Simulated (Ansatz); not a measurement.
One change: `[SiH3]NB[SeH]` becomes `FBN[SiH3]`.

Ansatz, PBE0-D4/def2-TZVP geometries, multiplicity 1. Each molecule was computed in one conformer, which needn't be the lowest.

Scalar relativity is left out up to krypton.

```
                                      property  `[SiH3]NB[SeH]`
size of the dipole moment (PBE/def2-TZVPP) / D             1.92
             LUMO energy (PBE/def2-TZVPP) / eV            -0.97
            LUMO energy (PBE0/def2-TZVPP) / eV            -0.04
          HOMO–LUMO gap (PBE0/def2-TZVPP) / eV             6.98
         HOMO–LUMO gap (B3LYP/def2-TZVPP) / eV             6.56
           HOMO–LUMO gap (PBE/def2-TZVPP) / eV             4.94
```

Q: What does the change do to each property? (Estimate.)

A: Computed: 
```csv
property,`FBN[SiH3]`,shift
size of the dipole moment (PBE/def2-TZVPP) / D,1.96,0.04
LUMO energy (PBE/def2-TZVPP) / eV,-0.70,0.27
LUMO energy (PBE0/def2-TZVPP) / eV,0.26,0.30
HOMO–LUMO gap (PBE0/def2-TZVPP) / eV,8.71,1.73
HOMO–LUMO gap (B3LYP/def2-TZVPP) / eV,8.24,1.68
HOMO–LUMO gap (PBE/def2-TZVPP) / eV,6.40,1.46
```

With PBE0 the HOMO falls by 1.43 eV and the LUMO rises by 0.30 eV, so the gap widens by about 1.73 eV. PBE moves the HOMO by -1.20 eV and ωB97M-V by -1.60 eV. Dipoles are sizes alone; their direction can turn.

B3LYP here is the variant with VWN-RPA as its local correlation; programs differ in this.

Spin–orbit coupling is left out; it splits and shifts lone-pair levels of the heavy atoms by tenths of an eV.
